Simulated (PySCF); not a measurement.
An equivalent PySCF input for Si⁺ (silicon, charge +1), [Ne] 3s2 3p1, 2P determinant, with scalar relativity by spin-free X2C-1e:

```python
from pyscf import gto, scf, dft, mp, cc
import basis_set_exchange as bse
mol = gto.M(atom="Si 0 0 0", charge=1, spin=1, symmetry="D2h",
            basis=gto.basis.parse(bse.get_basis("Sapporo-DZP-2012", elements=["Si"], fmt="nwchem", header=False)),
            nucmod="G")
mf = dft.UKS(mol, xc="TPSS").sfx2c1e()
mf.irrep_nelec = {'Ag': (3, 3), 'B1u': (1, 1), 'B2u': (2, 1), 'B3u': (1, 1)}
mf.kernel()
```

It reaches the same state as the run whose output follows, with an energy that differs only through the grid. The run itself started from symmetry-adapted Hartree-Fock orbitals and held the occupation by maximum overlap, on a logarithmic radial grid, so the iterations belong to that start.

```
SCF conv_tol = 1e-09
number electrons alpha = 7  beta = 6
XC functionals = TPSS
    J. Tao, J. P. Perdew, V. N. Staroverov, and G. E. Scuseria.,  Phys. Rev. Lett. 91, 146401 (2003)
    J. P. Perdew, J. Tao, V. N. Staroverov, and G. E. Scuseria.,  J. Chem. Phys. 120, 6898 (2004)
    J. Tao, J. P. Perdew, V. N. Staroverov, and G. E. Scuseria.,  Phys. Rev. Lett. 91, 146401 (2003)
    J. P. Perdew, J. Tao, V. N. Staroverov, and G. E. Scuseria.,  J. Chem. Phys. 120, 6898 (2004)
cycle= 1 E= -289.608649723147  delta_E= -0.00505  |g|= 0.00946  |ddm|= 0.102
cycle= 2 E= -289.608713858389  delta_E= -6.41e-05  |g|= 0.004  |ddm|= 0.0148
cycle= 3 E= -289.608716913343  delta_E= -3.05e-06  |g|= 0.000593  |ddm|= 0.00257
cycle= 4 E= -289.608717205148  delta_E= -2.92e-07  |g|= 4.76e-05  |ddm|= 0.001
cycle= 5 E= -289.608717206012  delta_E= -8.64e-10  |g|= 1.42e-06  |ddm|= 8.84e-05
converged SCF energy = -289.608717206012  <S^2> = 0.75629648  2S+1 = 2.0062866
```
